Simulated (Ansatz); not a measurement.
Ca₂Cl₂⁺. Total charge 1; quartet. Geometry r2SCAN-D4/def2-TZVP; atoms count from 1.

Cartesian coordinates in Å:
```
Ca 1.005 -1.090 2.010
Ca -1.006 1.086 -2.012
Cl -1.150 0.083 0.620
Cl 1.151 -0.080 -0.619
```

In the quartet, Cl3 and Cl4 lie 2.62 Å apart (atoms count from 1), so these atoms are partly bonded to each other. At PBE0-D4/def2-TZVP a doublet of charge 1 lies 4.49 eV below the quartet, each at its own geometry. The structure comes from a short search, and lower isomers may exist.

(1) Estimate the Mulliken populations from the PBE0/def2-TZVP orbitals of Ansatz.

(2) Where does the spin sit?

(3) And the Mayer bond orders between heavy atoms (over 0.3)?

## Answers

(1) 
```json
{"atom": "Ca1", "charge (e)": "0.80", "spin (α − β)": "0.99"}
{"atom": "Ca2", "charge (e)": "0.80", "spin (α − β)": "0.99"}
{"atom": "Cl3", "charge (e)": "-0.30", "spin (α − β)": "0.51"}
{"atom": "Cl4", "charge (e)": "-0.30", "spin (α − β)": "0.51"}
```
Mulliken values depend strongly on the basis.

(2) Summed by element: Ca 1.98, Cl 1.02, of 3 unpaired in all. Largest on single atoms: Ca1 0.99, Ca2 0.99, Cl3 0.51.

(3) Cl3–Cl4 0.48 (2.62 Å).
